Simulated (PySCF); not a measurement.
Precursor series Zn F-Br. All species are isolated molecules in the gas phase.

The LUMO from two functionals at the same geometries (TPSS-D3(BJ)/def2-SVP), both in PySCF: PBE-D3(BJ)/def2-TZVP and TPSSh-D3(BJ)/def2-TZVP. 

```tsv
species	PBE-D3(BJ)/def2-TZVP (eV)
0 of 2 F replaced by Br ([Zn(F)2])	-2.98
1 of 2 F replaced by Br	-2.85
2 of 2 F replaced by Br ([Zn(Br)2])	-2.74
```

**Question.** What does TPSSh-D3(BJ)/def2-TZVP give for each?

**Answer.** 
- 0 of 2 F replaced by Br ([Zn(F)2]): -2.38
- 1 of 2 F replaced by Br: -2.30
- 2 of 2 F replaced by Br ([Zn(Br)2]): -2.23
Over these rows, drawn at random from the members with no instability flagged (it was tested for open shells, ions and some series alone), PBE minus TPSSh-D3(BJ): mean -0.56 eV, from -0.60 eV to -0.51 eV.
